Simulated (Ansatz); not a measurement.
Born–Oppenheimer molecular dynamics of CH8GaN (11 atoms, charge 0, multiplicity 1). It starts at the highest image of a converged band. Of that band: Neighbouring images differ by up to 1.4 eV, so the band resolves the path poorly. A vibrational analysis at the climbing image gives one clearly imaginary mode, 1211i cm⁻¹: a first-order saddle point.

These are results of RKS PBE0/def2-SVP (Ansatz 0.2.0), not measurements.

```yaml
ensemble: NVE (velocity Verlet)
time_step: 0.5 fs
steps_asked: 200
starting_velocities_drawn_for: 300 K
seed: 10133
```

First frame:

```xyz
11
Properties=species:S:1:pos:R:3
Ga 0.005 0.184 0.064
N -0.121 0.343 2.030
H -0.992 0.106 2.501
H 0.664 0.066 2.616
H 1.460 -0.130 -0.423
C -1.712 -0.200 -0.809
H -1.994 -1.251 -0.637
H -2.512 0.437 -0.402
H -1.660 -0.039 -1.896
H 0.023 2.037 0.427
H -0.042 1.586 1.294
```

**Question.** How far do the bonds stretch over the last three quarters of this one trajectory? (Pairs bonded in most of those frames.)

**Answer.** 
| bond | mean (Å) | spread (Å) | shortest | longest |
| --- | --- | --- | --- | --- |
| Ga1–N2 | 1.818 | 0.046 | 1.76 | 1.90 |
| Ga1–H5 | 1.575 | 0.036 | 1.52 | 1.63 |
| Ga1–C6 | 1.964 | 0.013 | 1.94 | 1.98 |
| N2–H3 | 1.014 | 0.008 | 1.00 | 1.03 |
| N2–H4 | 1.015 | 0.011 | 1.00 | 1.03 |
| C6–H7 | 1.104 | 0.026 | 1.06 | 1.15 |
| C6–H8 | 1.109 | 0.043 | 1.04 | 1.18 |
| C6–H9 | 1.102 | 0.028 | 1.06 | 1.15 |
| H10–H11 | 0.761 | 0.006 | 0.75 | 0.77 |

Mean temperature of the second half: 798 K. The conserved energy stayed within 0.29 meV per atom of its start (net change 0.1 meV per atom), so the integration is sound. The kinetic energy rose, since the run started high on the potential surface and went downhill. It ends in pieces (CH6GaN + H2), so much of that is their flight and rotation, not heat. A run of 0.1 ps of so small a system gives no equilibrium averages. The orbitals stay closed-shell, which can raise the energy where a bond breaks towards radicals; this wasn't checked here.

The run took 12 min on 2 threads of Arm Neoverse N1, on a shared host, peak memory 0.21 GiB.
